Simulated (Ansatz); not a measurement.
Species: GaH2 (charge 0, doublet). 
Geometry from a B3LYP-D3(BJ)/def2-TZVP (Ansatz, an electronic-structure program) optimisation:
```xyz
3

Ga     0.0391     0.0090     0.0274
H     -0.3410    -1.4985    -0.3550
H     -0.8706     1.2189    -0.4942
```
Charge 0, spin multiplicity 2.

Basis-set convergence of Hartree-Fock and CCSD correlation energies (hartree) with Ansatz. Valence correlation only, unless marked. Open shells are spin-unrestricted. No spin-orbit coupling. Frozen are the shells of the preceding noble gas and the d and f shells that filled before the atom's block. No relativistic terms.

| basis | functions | E(HF) | E(corr, CCSD) |
|---|---|---|---|
| aug-cc-pVDZ | 54 | -1924.32728 | -0.07762 |
| aug-cc-pVTZ | 105 | -1924.39904 | -0.08630 |
| aug-cc-pVQZ | 185 | -1924.40232 | -0.08878 |

Extrapolating the two largest sets (X = 3 and 4) as X^-3: E(corr) = (64·(-0.08878) - 27·(-0.08630))/37 = -0.0906 Eh, an estimate of the basis-set limit. The largest set recovers 98.0 % of it, the smallest 85.7 %.
